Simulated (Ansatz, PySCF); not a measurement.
CH4F2OSSi, SMILES CO[Si](F)(F)S. Atoms are numbered in the order given.

```xyz
10

C     -2.0669     0.6808     1.0619
O     -1.1999     0.8813    -0.0283
Si     0.0760    -0.0395    -0.4392
F     -0.3735    -1.4947    -0.9483
F      0.7654     0.7128    -1.6736
S      1.4196    -0.3895     1.1514
H     -1.5130     0.4106     1.9773
H     -2.7961    -0.1167     0.8450
H     -2.6156     1.6153     1.2452
H      1.5742     0.9320     1.3923
```

The structure is a stationary point at PBE0-D3(BJ)/def2-SVP. This is a generated structure with no PubChem entry under its InChIKey; it may be hypothetical. The values are those of a single conformer.

Two levels are set side by side: PBE-D3(BJ)/def2-SVP (Ansatz, a first-principles code) and PBE0-D3(BJ)/def2-SVP (Ansatz). Each level has its own optimised geometry; the coordinates shown are those of the second. Frequencies come from the Hessian of PySCF at each geometry. Differences are taken from unrounded values.

```csv
quantity,PBE0-D3(BJ),PBE-D3(BJ),PBE-D3(BJ) minus PBE0-D3(BJ)
mean bond length (Å),1.445,1.459,0.014
bond C1–O2 (Å),1.407,1.422,0.014
bond O2–Si3 (Å),1.626,1.645,0.019
bond Si3–F4 (Å),1.606,1.622,0.016
bond Si3–F5 (Å),1.601,1.618,0.016
bond Si3–S6 (Å),2.111,2.129,0.018
bond C1–H7 (Å),1.104,1.113,0.009
bond C1–H8 (Å),1.102,1.111,0.009
bond C1–H9 (Å),1.099,1.108,0.009
bond S6–H10 (Å),1.352,1.364,0.012
highest harmonic wavenumber (cm⁻¹),3163,3062,-101
mean harmonic wavenumber (cm⁻¹),1083,1044,-39
zero-point energy (kcal/mol),37.16,35.82,-1.34
```

GGA bonds tend to be longer and softer than those of functionals with exact exchange. Differences between two approximate levels are no errors against the true value.
